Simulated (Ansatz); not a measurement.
The cluster InP₂⁻. The state is a triplet with charge -1. Geometry r2SCAN-D4/def2-TZVPD; atoms count from 1.

```xyz
3

In    0.5248    1.1931    0.9916
P    -0.9596   -0.8839    0.2189
P     0.4348   -0.3092   -1.2105
```

In the def2 sets In takes a core potential; there is no spin–orbit coupling. The highest occupied level of the charge -1 triplet lies above zero (up to 0.28 eV). It is a level of α spin, whose loss leaves a doublet; that state wasn't run at this geometry and level. The electron is either unbound and held by the finite basis, or the level is raised by self-interaction error. At PBE0-D4/def2-TZVPD a singlet of charge -1 lies 0.38 eV below the triplet, each at its own geometry. The structure comes from a short search, and lower isomers may exist.

Q: Estimate the Mulliken populations from the PBE0/def2-TZVPD orbitals of Ansatz.

A: 
| atom | charge (e) | spin (α − β) |
| --- | --- | --- |
| In1 | -0.14 | 0.30 |
| P2 | -0.43 | 0.85 |
| P3 | -0.43 | 0.85 |
Mulliken values and Mayer orders depend strongly on the basis. With diffuse functions, as here, like atoms can get unlike values, and bond orders can come out too low or too high.

Q: Where does the spin sit?

A: Summed by element: In 0.30, P 1.70, of 2 unpaired in all. Largest on single atoms: P2 0.85, P3 0.85, In1 0.30.

Q: And the Mayer bond orders between bonded heavy atoms (over 0.3)?

A: In1–P2 0.97 (2.67 Å); In1–P3 0.97 (2.67 Å); P2–P3 1.66 (2.08 Å).
